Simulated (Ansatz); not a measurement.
Cost and result for the atomization energy of C2H7Cl2NSi2, SMILES `C=C[SiH](Cl)N[SiH2]Cl` (14 atoms, 13 bonds).

```csv
atom,x (Å),y (Å),z (Å)
C1,-1.373,-0.588,-1.829
C2,-1.129,0.338,-0.905
Si3,0.576,0.991,-0.642
Cl4,0.595,3.050,-0.740
N5,1.135,0.522,0.917
Si6,0.499,-0.695,1.940
Cl7,0.967,-2.602,1.305
H8,-0.583,-0.986,-2.460
H9,-2.367,-0.991,-1.997
H10,-1.953,0.711,-0.300
H11,1.470,0.526,-1.727
H12,2.040,0.884,1.189
H13,1.098,-0.535,3.283
H14,-0.975,-0.624,1.965
```

Charge 0, multiplicity 1. Geometry: relaxed with PBE0-D4/def2-TZVP. It is one conformer, not always the lowest. Program: Ansatz. All runs use 2 threads of an AMD EPYC 7R13 on a shared host and a share of an NVIDIA H100 80 GB. Times are those of one run each, without the atoms' runs, and a repeat can differ threefold. Electronic energies, without spin–orbit coupling; frozen cores. CCSD(T)/CBS adds CCSD(T) − MP2 in def2-TZVPP to the MP2 limit, and its time is that of the two runs behind it. T1 = 0.010. B3LYP takes the VWN-RPA correlation (the form of Gaussian; ORCA's B3LYP/G).

CCSD(T)/CBS is a level of theory with its own doubt, some kJ/mol a heavy atom from the limit and from the frozen cores, so smaller differences don't rank the functionals.

```csv
level,functions,wall time,atomization (kJ/mol),difference from CCSD(T)/CBS,per bond
PBE-D4/def2-TZVPP (with forces),359,4.3 s,5214.8,55.5,4.3
B3LYP-D4/def2-TZVPP (with forces),359,4.3 s,5142.9,-16.4,-1.3
PBE0-D4/def2-TZVPP,359,4.5 s,5153.1,-6.2,-0.5
B2PLYP/def2-TZVPP,359,5.5 s,5081.8,-77.5,-6.0
ωB97X-V/def2-TZVPP,359,7 s,5180.5,21.2,1.6
MP2/def2-QZVPP,661,7.5 s,5187.7,28.4,2.2
r2SCAN-D4/def2-TZVPP (with forces),359,7.5 s,5159.8,0.5,0.0
ωB97M-V/def2-TZVPP (with forces),359,9 s,5180.7,21.4,1.7
CCSD(T)/def2-TZVPP,359,12 s,5005.3,-154.0,-11.8
CCSD(T)/CBS(def2),–,20 s,5159.3,0.0,0.0
```

From PBE to PBE0 (25 % exact exchange), in def2-TZVPP and without D4, the atomization energy moves by −55.7 kJ/mol: exact exchange takes away binding that semilocal exchange gives to molecules. The D4 term adds +72.7 kJ/mol with B3LYP and +39.3 kJ/mol with PBE0; it sums over pairs of atoms, weighted by their polarisabilities, and B3LYP, whose exchange is more repulsive, gets the larger term. In def2-TZVPP, CCSD(T) changes the Hartree–Fock value by +1195.4 kJ/mol (the triples alone add +78.9 kJ/mol) and MP2 by +1285.9 kJ/mol; breaking electron pairs costs correlation energy, which Hartree–Fock lacks.
